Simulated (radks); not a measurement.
Results of a calculation; reference values are marked as such.
Nd II, 59 electrons, occupied as [Xe] 4f4 6s0.5 5f0.5 (fractional occupations, a model configuration). Code: a radial shooting solver on a logarithmic mesh with Libxc functionals. Model: Dirac Kohn-Sham, PBE, spin-unpolarised, spherical densities, point nucleus; open shells are shared between the two j in proportion to 2j + 1.

X-ray form factor f0, the Fourier transform of the density (f0(0) = 59):

sin(theta)/lambda (1/angstrom)  f0 (electrons)
0.05                                    57.626
0.1                                     55.230
0.15                                    52.094
0.2                                     48.671
0.25                                    45.293
0.3                                     42.150
0.4                                     36.806
0.5                                     32.530
0.6                                     28.963
0.8                                     23.353
1                                       19.532
1.25                                    16.497
1.5                                     14.293
2                                       10.473
